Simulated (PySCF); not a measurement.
C2H7InO (SMILES C[CH2][InH][OH]), singlet, geometry from GFN2-xTB (such geometries of metal compounds can be far from the true shape) (core potentials on In); DF-PBE0/def2-TZVPD (PySCF).

Here is a job for PySCF.
```python
from pyscf import gto, scf, dft

mol = gto.Mole()
mol.atom = '''
    In   -0.474829    0.314031    0.139277
    H    -1.944320    1.201453    0.316849
    C     0.468159   -0.792907   -1.588075
    C     1.792154   -1.395776   -1.157637
    H     0.597924   -0.080456   -2.400819
    H    -0.235578   -1.559232   -1.908197
    H     1.648575   -2.099951   -0.334090
    H     2.484529   -0.616823   -0.828162
    H     2.259811   -1.934403   -1.983250
    O     0.450198    0.362925    1.851167
    H     1.292224   -0.069421    1.978013
'''
mol.basis = 'def2-tzvpd'
mol.ecp = {'In': 'def2-tzvpd'}
mol.charge = 0
mol.spin = 0
mol.verbose = 4
mol.max_memory = 1800
mol.build()

mf = dft.RKS(mol)
mf.xc = 'pbe0'
mf = mf.density_fit(auxbasis='def2-universal-jkfit')
mf.kernel()
```

### Question
Write the output that PySCF gives for this input, abridged.

### Answer

```
PySCF version 2.14.0

[INPUT] verbose = 4
[INPUT] num. atoms = 11
[INPUT] num. electrons = 48
[INPUT] charge = 0
[INPUT] spin (= nelec alpha-beta = 2S) = 0
[INPUT] symmetry False subgroup None
[INPUT] Mole.unit = angstrom
[INPUT] Symbol           X                Y                Z      unit          X                Y                Z       unit  Magmom
[...]
nuclear repulsion = 191.30113829751
number of shells = 93
number of NR pGTOs = 333
number of NR cGTOs = 233
basis = def2-tzvpd
ecp = {'In': 'def2-tzvpd'}

******** <class 'pyscf.df.df_jk.DFRKS'> ********
method = DFRKS
initial guess = minao
damping factor = 0
level_shift factor = 0
DIIS = <class 'pyscf.scf.diis.CDIIS'>
diis_start_cycle = 1
diis_space = 8
diis_damp = 0
SCF conv_tol = 1e-09
SCF conv_tol_grad = None
SCF max_cycles = 50
direct_scf = False
XC library pyscf.dft.libxc version 7.1.2
    S. Lehtola, C. Steigemann, M. J. T. Oliveira, and M. A. L. Marques,  SoftwareX 7, 1–5 (2018)
XC functionals = pbe0
    C. Adamo and V. Barone,  J. Chem. Phys. 110, 6158 (1999)
    M. Ernzerhof and G. E. Scuseria,  J. Chem. Phys. 110, 5029 (1999)
radial grids:
    Treutler-Ahlrichs [JCP 102, 346 (1995); DOI:10.1063/1.469408] (M4) radial grids

becke partition: Becke, JCP 88, 2547 (1988); DOI:10.1063/1.454033
pruning grids: <function nwchem_prune>
grids dens level: 3
symmetrized grids: False
atomic radii adjust function: <function treutler_atomic_radii_adjust>
small_rho_cutoff = 0
Set gradient conv threshold to 3.16228e-05
Initial guess from minao.
tot grids = 132848
******** <class 'pyscf.df.df.DF'> ********
auxbasis = def2-universal-jkfit
init E= -312.779147211562
[...]
cycle= 1 E= -344.717215468176  delta_E= -31.9  |g|= 2.17  |ddm|= 47.5
[...]
cycle= 2 E= -342.357331335789  delta_E= 2.36  |g|= 4.19  |ddm|= 47.9
[...]
cycle= 3 E= -345.57252908351  delta_E= -3.22  |g|= 0.661  |ddm|= 47.1
[...]
cycle= 4 E= -345.593205925589  delta_E= -0.0207  |g|= 0.598  |ddm|=    1
[...]
cycle= 5 E= -345.659185552944  delta_E= -0.066  |g|= 0.0445  |ddm|= 0.485
[...]
cycle= 6 E= -345.659581892342  delta_E= -0.000396  |g|= 0.0181  |ddm|= 0.08
[...]
cycle= 7 E= -345.659646667639  delta_E= -6.48e-05  |g|= 0.00494  |ddm|= 0.0214
[...]
cycle= 8 E= -345.659652171576  delta_E= -5.5e-06  |g|= 0.00149  |ddm|= 0.00689
[...]
cycle= 9 E= -345.65965267607  delta_E= -5.04e-07  |g|= 0.000527  |ddm|= 0.00255
[...]
cycle= 10 E= -345.659652738217  delta_E= -6.21e-08  |g|= 0.000126  |ddm|= 0.000579
[...]
cycle= 11 E= -345.659652742129  delta_E= -3.91e-09  |g|= 3.01e-05  |ddm|= 0.000264
[...]
cycle= 12 E= -345.659652742327  delta_E= -1.97e-10  |g|= 5e-06  |ddm|= 7.37e-05
[...]
Extra cycle  E= -345.659652742329  delta_E= -2.5e-12  |g|= 7.87e-06  |ddm|= 1.07e-05
converged SCF energy = -345.659652742329
```
